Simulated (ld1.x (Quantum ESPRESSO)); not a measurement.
# Before and after: RRKJ potential for arsenic

| Item | Value |
| --- | --- |
| Element | arsenic (As) |
| Generator | ld1.x (Quantum ESPRESSO) 7.5 |
| Type | norm-conserving RRKJ (Kleinman–Bylander form) |
| Functional | LDA (PZ) |
| Relativity | scalar-relativistic |
| Frozen core | [Ar] 3d10 |
| Valence charge | 5 |
| Reference configuration | 4s1.5 4p3.5 |
| Partial waves | 4p (bound): rc 2.15 bohr; 4d channel at -0.05 Ry: rc 1.95 bohr; 4s (bound): rc 1.35 bohr |
| Local potential | the s channel |
| Core correction | a·sin(br)/r model core inside 1.00 bohr |

All-electron outer shells of the reference configuration (LDA (PZ), scalar-relativistic, ld1.x):

```tsv
shell	level (eV)	outermost node (bohr)	outermost maximum (bohr)
3p	-134.26	0.22	0.52
3d	-41.72	–	0.47
4s	-15.16	0.73	1.59
4p	-5.67	0.78	1.95
```

Change: local potential the p channel.

Cutoffs: the cutoffs (Ry, on a coarse ladder) from which the occupation-weighted sum of valence levels, in a spherical-Bessel basis at the reference potential, stays within 10 and 1 mRy of its value at 400 Ry; they do not see the model core or the augmentation charge, which bear on the density cutoff. Errors are all-electron minus pseudo energies relative to the spin-unpolarised reference configuration.

Problem. Predict the effect on cutoff, ghosts and configuration errors.

Solution. The potential gets softer (35 Ry and 80 Ry → 35 Ry and 50 Ry); both files keep a bound ghost (d); of the 9 tests that both files solve, the error grows in 2 and shrinks in 7 by more than 15 % and 0.3 meV (median size 6.9 → 3.5 meV).

| quantity | base | changed |
| --- | --- | --- |
| cutoff, loose | 35 Ry | 35 Ry |
| cutoff, tight | 80 Ry | 50 Ry |
| loose cutoff by channel (10 mRy a level) | p 18 Ry, s 35 Ry | s 25 Ry, p 6 Ry |
| bound ghosts | d | d |
| error for 4s2 4p3, meV [ΔE -4.71 eV] | -2.7 | -1.2 |
| error for 4s2 4p2, meV [ΔE 4.62 eV] | -3.2 | -1.9 |
| error for 4s2 4p1, meV [ΔE 22.78 eV] | -12 | -19 |
| error for 4s1 4p0, meV [ΔE 101.93 eV] | -225 | -357 |
| error for 4s0 4p5, meV [ΔE 14.50 eV] | -32 | -12 |
| error for 4s2 4p2.5, meV [ΔE -1.07 eV] | -2.5 | -1.0 |
| error for 4s2 4p3.3, meV [ΔE -5.99 eV] | -3.0 | -1.3 |
| error for 4s1.5 4p3.5 (spin-polarised), meV [ΔE -1.38 eV] | +8.4 | -3.5 |
| error for 4s2 4p3 (spin-polarised), meV [ΔE -6.03 eV] | +6.9 | -3.9 |
| s: phases at 2.36 bohr within 0.05 rad from the reference energy up to (Ry; the scan ends near 5) | 2.5 | 2.8 |
| p: phases at 2.36 bohr within 0.05 rad from the reference energy up to (Ry; the scan ends near 5) | 4.1 | 3.4 |
| d: phases at 2.36 bohr within 0.05 rad from the reference energy up to (Ry; the scan ends near 5) | to the end of the scan | to the end of the scan |

 A true bound ghost makes a file unfit for plane-wave use even where its test errors are small: the radial tests pick states by their node count and pass the ghost by.
